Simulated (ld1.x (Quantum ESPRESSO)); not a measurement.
Ba (Z = 56): what ld1.x (Quantum ESPRESSO) 7.5 does with a changed input

Command:

```bash
ld1.x < Ba.in > Ba.out
```

Input:

```
&input
   title='Ba', zed=56., rel=1, dft='PZ', iswitch=3,
   config='[Xe] 5d0 6s1.75 6p0.25',
   nld=3, rlderiv=4.55, eminld=-2.0, emaxld=5.0, deld=0.02
 /
 &inputp
   pseudotype=2, tm=.true., lloc=-1, rcloc=4.00,
   nlcc=.true., new_core_ps=.true., rcore=3.30,
   file_wfcaegen='ae.wfc', file_wfcncgen='nc.wfc', file_beta='beta', file_chi='chi'
 /
3
6S  1  0   1.75   0.00  4.20  4.20  0.0
6P  2  1   0.25   0.00  3.60  3.60  0.0
5D  3  2   0.00   0.00  4.15  4.15  0.0
 &test
   configts(1)='5d0 6s1.75 6p0.25'
 /
```

This is an input that runs to its end, with one change: file_pseudopw left out.

Problem. How does the run end?

Solution. The program runs through. The occupied levels of the test differ from the all-electron ones by at most 0.00000 Ry (unchanged input: 0.00000 Ry). No file is written.

```
      Wfc   6P  rcut= 3.577  Using Troullier-Martins method

      Wfc   5D  rcut= 4.156  Using Troullier-Martins method

     ------------------- End of pseudopotential generation -------------------

     Computing logarithmic derivative in   4.56500
     Computing logarithmic derivative in   4.56500
     Computing the partial wave expansion
     R is outside the sphere for l=    0 j= 0.00
     R is outside the sphere for l=    1 j= 0.00
     R is outside the sphere for l=    2 j= 0.00

     ---------------------- Testing the pseudopotential ----------------------

     Ba
     scalar relativistic calculation

     atomic number is 56.00   valence charge is  2.00
     dft =PZ   lsd =0 sic =0 latt =0  beta=0.20 tr2=1.0E-14
     mesh =1251 r(mesh) =  99.44933 xmin = -7.00 dx = 0.01250

     n l     nl             e AE (Ry)        e PS (Ry)    De AE-PS (Ry)
     3 2     5D   1( 0.00)       -0.17323       -0.17323        0.00000
     1 0     6S   1( 1.75)       -0.25832       -0.25832        0.00000
     2 1     6P   1( 0.25)       -0.10448       -0.10448       -0.00000

     eps = 1.5E-16  iter =  4

     Etot =  -16258.585724 Ry,   -8129.292862 Ha, -221209.327973 eV
     Etotps =    -5.542468 Ry,      -2.771234 Ha,     -75.409124 eV

     Ekin =       0.272485 Ry,       0.136242 Ha,       3.707345 eV
     Encl =      -1.813250 Ry,      -0.906625 Ha,     -24.670529 eV
     Ehrt =       0.735269 Ry,       0.367635 Ha,      10.003850 eV
     Ecxc =      -5.006669 Ry,      -2.503334 Ha,     -68.119198 eV
     (Ecc =      -4.420014 Ry,      -2.210007 Ha,     -60.137354 eV)
     Epseu=       0.269697 Ry,       0.134848 Ha,       3.669409 eV

     ---------------------- End of pseudopotential test ----------------------
```
